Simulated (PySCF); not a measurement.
Run record: geometry optimisation, `[F][GeH2][C@H](F)[GeH3]`.

Method: PBE0-D3(BJ)/def2-SVP geometry optimisation, gas phase (PySCF 2.14.0). Start geometry: GFN2-xTB. A driver script takes a list of jobs; this job's settings line and coordinates (Å) are shown.

Command:
```bash
OMP_NUM_THREADS=1 python probes_run.py task.json out
```

Input:
```
{"job": {"xc": "PBE0", "basis": "def2-SVP", "d3": "d3bj", "grid": 1, "shake": 0.01, "kind": "geom"}, "charge": 0, "multiplicity": 1}
F      2.192000    -0.420620    -1.507410
Ge     1.480250    -0.792170     0.048030
C      0.149340     0.668020     0.360530
F      0.131770     0.871280     1.747510
Ge    -1.679710     0.303200    -0.264130
H      2.671700    -0.745250     0.970610
H      0.946120    -2.173060    -0.179140
H      0.577400     1.608380    -0.052960
H     -1.714250     0.232060    -1.723100
H     -2.566420     1.407750     0.241380
H     -2.150100    -0.985420     0.343000
```

Output:
```
step   0  E = -4393.93438320  max force = 0.029962
step   1  E = -4393.94003805  max force = 0.010063
step   2  E = -4393.94114561  max force = 0.002368
step   3  E = -4393.94120268  max force = 0.000607
step   4  E = -4393.94122092  max force = 0.000848
step   5  E = -4393.94122739  max force = 0.000671
step   6  E = -4393.94123347  max force = 0.000418
optimisation converged
```

Energies in Eh; «max force» is the largest Cartesian gradient component in Eh/bohr.

How much energy does the optimisation release, in eV?

E(step 0) − E(last step) = 0.006850 Eh, which is 0.186 eV.

Give the first gradient maximum in eV/Å.

With 1 Eh/bohr = 51.422 eV/Å, 1.541 eV/Å.

Summary of the converged run: final energy -4393.94123 Eh after 6 steps; dipole 0.91 D.

Give the final coordinates.

0.115 Å rms from the input after alignment:
```
atom  x, y, z in Å
F1     2.0324   -0.1495   -1.6643
Ge2    1.5251   -0.6579   -0.0706
C3     0.1483    0.6390    0.4701
F4     0.1193    0.6752    1.8604
Ge5   -1.6583    0.2135   -0.2038
H6     2.7525   -0.5817    0.8493
H7     0.9778   -2.0859   -0.2302
H8     0.4599    1.6286    0.0923
H9    -1.5919    0.1431   -1.7396
H10   -2.6511    1.2956    0.2488
H11   -2.0758   -1.1524    0.3655
```

The run took 70 s wall on Arm Neoverse V2, one thread (shared host), and the process peaked at 0.54 GiB of memory.
Labels such as C1 count atoms from 1, the log's own numbers from 0.
